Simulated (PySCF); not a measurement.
selenium dioxide cation (O2Se), SMILES O=[Se]=O (connectivity only; charge and spin as stated), charge +1, multiplicity 2.

Geometry: B3LYP-D3(BJ)/def2-TZVP. A frequency run showed that this geometry is not a minimum. The spin state was assumed, not searched.

These are B3LYP/def2-TZVPD run with PySCF values and carry that method's errors.

Gas-phase values at a fixed geometry.

| Quantity | Value |
|---|---|
| total energy | -2551.60699 hartree |
| point group | C2v |
| α spin, highest occupied and lowest empty level | -18.05 and -12.47 eV |
| β spin, highest occupied and lowest empty level | -17.27 and -14.52 eV |
| dipole moment about the centre of nuclear charge | 1.56 D |
| mean static polarisability | 32.5 bohr³ (4.82 Å³) |
| polarisability, principal values | 18.6, 22.3, 56.7 bohr³ |
| ⟨S²⟩ | 0.764 (pure state 0.75) |
